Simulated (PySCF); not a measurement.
**Stationary points of TlBr₂**

All numbers come from PySCF, PBE0, basis Tl def2-SVP with ECP60, Br def2-SVP (scalar-relativistic core potentials, no spin–orbit coupling, density fitting).

Relaxations began from a few typed shapes; open shells are unrestricted. The search is not exhaustive: other isomers or separated fragments can lie lower, and high-lying points may rest on an excited occupation.

**Question.** Order these stationary points by electronic energy, lowest first, in kJ/mol from the lowest minimum.
A. doublet C2v: Tl–Br 2.654 Å (×2); Br–Tl–Br 134.9°
B. doublet D∞h: Tl–Br 2.698 Å (×2); Br–Tl–Br 180.0°

**Answer.** A (0.0), B (5.8).

**Question.** Which of them are minima?

**Answer.** By energy in kJ/mol, 0.0: minimum; 5.8: not settled, its softest mode being under 30 cm⁻¹.

For the lowest minimum: no spin–orbit coupling is included, which matters more the heavier the element.
